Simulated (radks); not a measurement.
Results of a calculation; reference values are marked as such.
Polarisability of neutral praseodymium, [Xe] 4f3 6s2, at imaginary frequency. Code: a radial shooting solver on a logarithmic mesh with Libxc functionals. Model: non-relativistic Kohn-Sham, LDA (Slater exchange, Perdew-Wang correlation), spin-unpolarised, spherical densities, point nucleus; relativity is left out, which matters for an element this heavy. Response by self-consistent Sternheimer equations with the Hartree and adiabatic LDA kernel.

| w (hartree) | alpha1(iw) (bohr^3) |
|---|---|
| 0.00266 | 233.4 |
| 0.0143 | 228.5 |
| 0.0360 | 204.9 |
| 0.0697 | 154.7 |
| 0.118 | 97.49 |
| 0.186 | 55.95 |
| 0.280 | 32.12 |
| 0.413 | 19.34 |
| 0.605 | 12.14 |
| 0.892 | 7.594 |
| 1.35 | 4.475 |
| 2.12 | 2.380 |
| 3.59 | 1.103 |
| 6.94 | 0.4038 |
| 17.5 | 0.08864 |

Static values: alpha1 = 233.5 bohr^3 (34.61 angstrom^3; uncoupled 468.4). C6 = 4192, triple-dipole C9 = 707400 atomic units. One-pole (London) frequency 4 C6 / (3 alpha1^2) = 0.102 hartree, against 0.125 for minus the highest occupied eigenvalue. The dipole shielding factor is 0.999, as the force sum rule N/Z = 1.000 demands. Recommended static value: 216 bohr^3 (Schwerdtfeger and Nagle, 2023 table).

Beside tabulated values, note that spin-unpolarised runs miss the spin-polarisation part of the exchange energy of open shells.
